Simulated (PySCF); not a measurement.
BH₄O₃, SMILES OB(O)[OH2+], charge +1. The structure is a stationary point at PBE0-D3(BJ)/def2-SVP. The isomer is the one that the SMILES or the coordinates give; other isomers of the formula were not compared. The values are those of a single conformer.

These are PBE0-D3(BJ)/def2-SVP (PySCF) values and carry that method's errors.

Harmonic wavenumbers (cm⁻¹): 138, 359, 374, 387, 438, 542, 618, 712, 769, 877, 956, 1253, 1594, 1726, 3709, 3824, 3878, 3937. Rotational constants (GHz): 9.835, 8.927, 4.684; symmetry number 1.

Task: Work out the zero-point energy and the ideal-gas rigid-rotor harmonic-oscillator thermochemistry at 298.15 K and 1 atm.

Result: ZPE = ½ Σ hcν = ½ × 26091 cm⁻¹ = 37.30 kcal/mol. H − E(el) = 41.31 kcal/mol. Entropy in cal/(mol K): translation 38.33, rotation 24.17, vibration 8.69, total 71.19. G − E(el) = 20.08 kcal/mol. Cp = 20.71 cal/(mol K). Modes under 150 cm⁻¹ make the vibrational entropy uncertain.
